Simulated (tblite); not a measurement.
Record of a relaxation.

C4H14BNSi2.
SMILES with atom numbers: `[CH2:1]=[CH:2][C@@H:3]([CH3:4])[BH:5][Si@@H:6]([NH2:7])[SiH3:8]` (hydrogens: H9, H10 on C1; H11 on C2; H12 on C3; H13, H14, H15 on C4; H16 on B5; H17 on Si6; H18, H19 on N7; H20, H21, H22 on Si8)

Computed with GFN2-xTB (tblite), gas phase: L-BFGS steps from a force-field or distance-geometry start until the largest atomic force falls under 0.01 eV/Å. 6 of its 228 geometries are shown.

Step 0: E = -631.9911 eV, largest atomic force 2.066 eV/Å
```
atom  x, y, z in Å  |  force x, y, z in eV/Å
C1     -3.257    0.784   -0.342   -0.302   0.058   0.002
C2     -2.012    0.993    0.024    0.273   0.213   0.247
C3     -1.288   -0.065    0.842   -0.025   1.707   0.555
C4     -1.387   -1.379    0.122   -0.012  -1.958   0.659
B5      0.232    0.282    1.028    0.554  -0.939   0.313
Si6     1.411    0.468   -0.528   -0.578   1.684   0.731
N7      2.272    2.030   -0.460    0.518  -0.207   0.861
Si8     2.908   -1.187   -0.485    0.624  -1.044  -0.379
H9     -3.847    1.475   -0.914   -0.023   0.047  -0.054
H10    -3.727   -0.142   -0.037   -0.266   0.232  -0.117
H11    -1.460    1.903   -0.226   -0.294  -0.314   0.043
H12    -1.804   -0.144    1.821   -0.022   0.074  -0.421
H13    -2.180   -1.333   -0.621    0.422  -0.299  -0.163
H14    -1.670   -2.156    0.876    0.224   0.313  -0.715
H15    -0.416   -1.698   -0.294   -0.575   0.125  -0.153
H16     0.716   -0.077    2.055   -0.091   0.418  -0.067
H17     0.647    0.402   -1.760   -0.116   0.228  -0.606
H18     1.886    2.660    0.264    0.478  -0.430  -0.754
H19     3.296    1.945   -0.285   -1.226   0.245  -0.282
H20     4.253   -0.699   -0.814    0.028  -0.182   0.122
H21     2.882   -1.839    0.831    0.204  -0.071  -0.113
H22     2.536   -2.204   -1.501    0.205   0.099   0.290
```

Step 45: E = -632.6362 eV, largest atomic force 0.277 eV/Å
```
atom  x, y, z in Å  |  force x, y, z in eV/Å
C1     -3.290    0.911   -0.346    0.002  -0.013   0.038
C2     -1.993    0.834   -0.112   -0.146   0.017  -0.021
C3     -1.360   -0.178    0.815    0.010   0.016   0.035
C4     -1.403   -1.588    0.183    0.036   0.047  -0.043
B5      0.116    0.309    1.142    0.028  -0.065   0.039
Si6     1.409    0.536   -0.308   -0.003  -0.061   0.119
N7      2.457    1.886    0.025    0.101   0.219  -0.137
Si8     2.939   -1.190   -0.532    0.070  -0.153  -0.020
H9     -3.716    1.657   -0.997    0.016  -0.029  -0.016
H10    -3.983    0.224    0.111   -0.053   0.014   0.013
H11    -1.322    1.541   -0.574    0.012   0.058  -0.127
H12    -2.005   -0.228    1.701    0.012  -0.026   0.030
H13    -2.371   -1.771   -0.280   -0.041   0.032   0.015
H14    -1.251   -2.343    0.950    0.097  -0.010   0.004
H15    -0.636   -1.707   -0.579    0.013   0.027  -0.019
H16     0.392    0.511    2.267    0.024   0.016  -0.054
H17     0.796    0.691   -1.665    0.011   0.022   0.010
H18     2.049    2.772    0.284    0.013  -0.071   0.008
H19     3.219    2.065   -0.618   -0.139  -0.050   0.159
H20     4.281   -0.759   -0.934    0.005   0.038  -0.003
H21     3.154   -2.037    0.648   -0.051   0.042   0.017
H22     2.509   -2.117   -1.583   -0.017  -0.070  -0.045
```

Step 91: E = -632.7934 eV, largest atomic force 0.137 eV/Å
```
atom  x, y, z in Å  |  force x, y, z in eV/Å
C1     -3.402    1.094   -0.108    0.095   0.004   0.018
C2     -2.206    0.589   -0.362   -0.031   0.009  -0.016
C3     -1.406   -0.215    0.620   -0.007  -0.039   0.022
C4     -1.128   -1.627    0.068    0.002  -0.032  -0.061
B5     -0.019    0.487    0.952   -0.035   0.017   0.094
Si6     1.437    0.631   -0.331   -0.044  -0.013  -0.006
N7      2.533    1.857    0.244   -0.053  -0.054  -0.032
Si8     2.800   -1.256   -0.482   -0.035  -0.022  -0.027
H9     -3.942    1.686   -0.828    0.004  -0.030  -0.017
H10    -3.888    0.945    0.843    0.001   0.008  -0.015
H11    -1.740    0.759   -1.324    0.030  -0.034  -0.019
H12    -2.030   -0.330    1.512    0.022  -0.034   0.061
H13    -2.059   -2.189   -0.006    0.070  -0.002  -0.007
H14    -0.443   -2.162    0.730   -0.119   0.013  -0.067
H15    -0.672   -1.578   -0.920   -0.016   0.024   0.035
H16     0.136    0.814    2.069    0.044   0.065  -0.004
H17     1.041    0.929   -1.741   -0.030   0.017   0.001
H18     2.163    2.744    0.544   -0.027   0.013   0.012
H19     3.376    2.018   -0.279    0.113   0.033  -0.023
H20     4.160   -0.921   -0.904    0.084   0.014   0.006
H21     2.935   -2.008    0.769   -0.008   0.004   0.026
H22     2.344   -2.247   -1.467   -0.058   0.040   0.020
```

Step 136: E = -632.8556 eV, largest atomic force 0.047 eV/Å
```
atom  x, y, z in Å  |  force x, y, z in eV/Å
C1     -3.201    1.204    0.010    0.024  -0.007  -0.008
C2     -2.170    0.449   -0.334    0.014   0.014   0.014
C3     -1.361   -0.386    0.624    0.022  -0.009   0.020
C4     -1.008   -1.734   -0.005   -0.004  -0.006  -0.014
B5     -0.171    0.627    0.878   -0.001  -0.011   0.004
Si6     1.383    0.665   -0.302   -0.009   0.010  -0.015
N7      2.493    1.873    0.274    0.011   0.012  -0.006
Si8     2.688   -1.254   -0.448    0.041   0.018   0.014
H9     -3.746    1.788   -0.713   -0.017   0.007   0.003
H10    -3.545    1.259    1.030   -0.016   0.018   0.000
H11    -1.841    0.413   -1.364    0.000   0.004   0.007
H12    -1.968   -0.564    1.518   -0.007  -0.015   0.007
H13    -1.908   -2.319   -0.193   -0.015  -0.006   0.008
H14    -0.362   -2.306    0.658   -0.004   0.010  -0.004
H15    -0.488   -1.598   -0.951    0.003   0.007   0.003
H16    -0.298    1.374    1.776   -0.010  -0.009  -0.019
H17     0.974    0.974   -1.711    0.009  -0.008  -0.010
H18     2.135    2.774    0.547   -0.006  -0.004   0.005
H19     3.377    1.999   -0.194   -0.016  -0.014   0.007
H20     4.074   -1.000   -0.864   -0.025  -0.010   0.007
H21     2.785   -2.026    0.797   -0.008   0.015   0.001
H22     2.146   -2.193   -1.436    0.014  -0.017  -0.022
```

Step 182: E = -632.8614 eV, largest atomic force 0.032 eV/Å
```
atom  x, y, z in Å  |  force x, y, z in eV/Å
C1     -3.116    1.281    0.085    0.007   0.012  -0.004
C2     -2.166    0.444   -0.305    0.020  -0.006  -0.007
C3     -1.369   -0.445    0.615   -0.002  -0.003   0.000
C4     -1.050   -1.783   -0.050   -0.009   0.010   0.003
B5     -0.196    0.591    0.830    0.016  -0.001  -0.003
Si6     1.363    0.649   -0.346   -0.022  -0.001  -0.015
N7      2.432    1.897    0.225   -0.001   0.003  -0.007
Si8     2.729   -1.232   -0.401    0.019  -0.004  -0.017
H9     -3.653    1.899   -0.615   -0.012   0.006   0.009
H10    -3.401    1.372    1.121   -0.004   0.001  -0.009
H11    -1.898    0.381   -1.351    0.002  -0.004   0.008
H12    -1.961   -0.633    1.516    0.008   0.010   0.004
H13    -1.965   -2.345   -0.231    0.005  -0.014  -0.015
H14    -0.405   -2.379    0.592    0.008   0.006  -0.007
H15    -0.543   -1.636   -1.001    0.009   0.006   0.006
H16    -0.337    1.353    1.712    0.006  -0.001   0.010
H17     0.978    0.913   -1.771    0.002  -0.012   0.016
H18     2.047    2.795    0.472   -0.002  -0.002  -0.001
H19     3.324    2.033   -0.223   -0.023  -0.005   0.005
H20     4.142   -0.952   -0.691   -0.031   0.003   0.009
H21     2.728   -1.999    0.850    0.000  -0.009   0.006
H22     2.308   -2.185   -1.437    0.002   0.005   0.009
```

Step 227: E = -632.8661 eV, largest atomic force 0.010 eV/Å
```
atom  x, y, z in Å  |  force x, y, z in eV/Å
C1     -2.959    1.392    0.173   -0.005  -0.005   0.006
C2     -2.118    0.464   -0.266   -0.002   0.001  -0.004
C3     -1.388   -0.519    0.610    0.007  -0.004   0.000
C4     -1.085   -1.821   -0.125   -0.001  -0.009  -0.003
B5     -0.220    0.514    0.847   -0.002   0.006   0.006
Si6     1.303    0.605   -0.368   -0.003  -0.002   0.003
N7      2.311    1.946    0.091    0.002   0.003   0.000
Si8     2.753   -1.213   -0.307    0.009   0.003   0.000
H9     -3.452    2.080   -0.494    0.004   0.000  -0.006
H10    -3.203    1.486    1.218    0.006   0.000  -0.001
H11    -1.892    0.397   -1.322    0.000   0.004  -0.006
H12    -1.994   -0.735    1.493    0.003   0.000   0.003
H13    -2.004   -2.358   -0.360    0.003   0.003   0.003
H14    -0.463   -2.465    0.495   -0.005   0.004  -0.005
H15    -0.551   -1.630   -1.054   -0.002   0.002   0.008
H16    -0.326    1.222    1.778    0.002  -0.003  -0.001
H17     0.896    0.748   -1.803    0.000  -0.001  -0.003
H18     1.883    2.835    0.291   -0.006  -0.001  -0.001
H19     3.179    2.100   -0.395    0.003   0.003   0.003
H20     4.172   -0.856   -0.420   -0.004  -0.002  -0.004
H21     2.646   -2.014    0.919   -0.006   0.000   0.004
H22     2.503   -2.158   -1.402   -0.002  -0.003  -0.002
```

Q: Summarise the path.

A: The energy falls by 20.18 kcal/mol from step 0 to step 227; nine tenths of that is first reached at step 87. It rises by more than 0.2 meV at step 36. The largest force goes from 2.066 to 0.010 eV/Å. Among the bonds Si6–Si8 changes most, from 2.232 to 2.326 Å; the atoms move by 0.919 Å rms after alignment.

Q: Follow the three bonds and two angles with the largest change from start to end.

A: 
| step | E above end (kcal/mol) | largest force (eV/Å) | Si6–Si8 (Å) | Si6–H17 (Å) | Si6–N7 (Å) | C2–C3–B5 (°) | C4–C3–B5 (°) |
| --- | --- | --- | --- | --- | --- | --- | --- |
| 0 | 20.18 | 2.066 | 2.232 | 1.451 | 1.785 | 111.8 | 108.3 |
| 10 | 9.98 | 0.247 | 2.315 | 1.493 | 1.741 | 116.1 | 103.7 |
| 20 | 8.82 | 0.121 | 2.339 | 1.491 | 1.737 | 114.5 | 104.4 |
| 30 | 8.18 | 0.168 | 2.331 | 1.492 | 1.733 | 113.1 | 108.2 |
| 39 | 6.68 | 0.222 | 2.339 | 1.501 | 1.734 | 108.8 | 112.0 |
| 49 | 4.94 | 0.245 | 2.333 | 1.506 | 1.747 | 108.6 | 112.4 |
| 59 | 3.97 | 0.138 | 2.326 | 1.501 | 1.744 | 110.8 | 111.9 |
| 69 | 3.37 | 0.126 | 2.329 | 1.498 | 1.741 | 111.0 | 110.2 |
| 79 | 2.66 | 0.118 | 2.330 | 1.491 | 1.739 | 112.2 | 108.3 |
| 89 | 1.83 | 0.144 | 2.342 | 1.489 | 1.743 | 112.3 | 107.9 |
| 99 | 1.25 | 0.107 | 2.330 | 1.495 | 1.741 | 108.4 | 112.2 |
| 109 | 0.89 | 0.127 | 2.324 | 1.494 | 1.740 | 105.8 | 114.6 |
| 118 | 0.54 | 0.164 | 2.321 | 1.498 | 1.741 | 101.4 | 116.2 |
| 128 | 0.31 | 0.078 | 2.323 | 1.500 | 1.739 | 99.0 | 117.2 |
| 138 | 0.23 | 0.036 | 2.326 | 1.499 | 1.740 | 98.4 | 117.3 |
| 148 | 0.20 | 0.025 | 2.325 | 1.498 | 1.739 | 96.9 | 117.7 |
| 158 | 0.18 | 0.018 | 2.325 | 1.499 | 1.739 | 96.5 | 117.6 |
| 168 | 0.14 | 0.025 | 2.325 | 1.498 | 1.739 | 95.8 | 118.0 |
| 178 | 0.12 | 0.028 | 2.325 | 1.498 | 1.739 | 95.4 | 118.4 |
| 188 | 0.08 | 0.038 | 2.325 | 1.497 | 1.740 | 94.2 | 118.6 |
| 197 | 0.03 | 0.022 | 2.327 | 1.499 | 1.739 | 93.7 | 118.5 |
| 207 | 0.02 | 0.017 | 2.325 | 1.498 | 1.739 | 92.5 | 118.7 |
| 217 | 0.01 | 0.014 | 2.325 | 1.498 | 1.739 | 91.6 | 119.0 |
| 227 | 0.00 | 0.010 | 2.326 | 1.499 | 1.739 | 91.1 | 119.0 |

What follows is the cost of the whole relaxation. The run took 3.9 s on Arm Neoverse N1, one thread, shared host with 64 logical CPUs at a one-minute load of 59.
